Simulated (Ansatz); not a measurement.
Frontier orbitals of C2H5NOZn, SMILES `C1N[CH2][Zn][O]1`.

Cartesian coordinates in Å:
```
C 1.060 -0.403 0.314
N 0.112 0.075 -0.725
C -1.197 0.499 -0.255
Zn -1.242 -1.134 0.868
O 0.569 -1.489 1.031
H 1.323 0.420 1.009
H 1.968 -0.694 -0.231
H 0.562 0.776 -1.301
H -1.925 0.534 -1.062
H -1.230 1.415 0.351
```

The species carries charge 0 and has multiplicity 1. For Zn the d shell is correlated and the shells below it are frozen. Scalar relativity is left out up to krypton. The geometry is a stationary point of PBE0-D4/def2-TZVP. Basis def2-TZVPP, Ansatz.

| functional | HOMO (eV) | LUMO (eV) | gap (eV) |
| --- | --- | --- | --- |
| PBE | -4.90 | -3.21 | 1.69 |
| r2SCAN | -5.11 | -3.03 | 2.08 |
| PBE0 | -6.15 | -2.44 | 3.71 |
| r2SCANh | -5.59 | -2.74 | 2.85 |
| HSE06 (plane-wave form) | -5.75 | -2.80 | 2.95 |
| ωB97M-V | -8.45 | -0.79 | 7.66 |

What is the vertical ionisation energy at frozen-core CCSD(T)/def2-TZVPP? (Estimate.)

Computed: 8.38 eV (T1 of the cation 0.033).

From PBE to PBE0 the HOMO moves by −1.25 eV and the LUMO by +0.77 eV, and with ωB97M-V by −3.54 and +2.42 eV, so the gap grows from 1.69 to 7.65 eV with exact exchange. −ε(HOMO) differs from that ionisation energy by −3.48 eV with PBE and +0.06 eV with ωB97M-V.
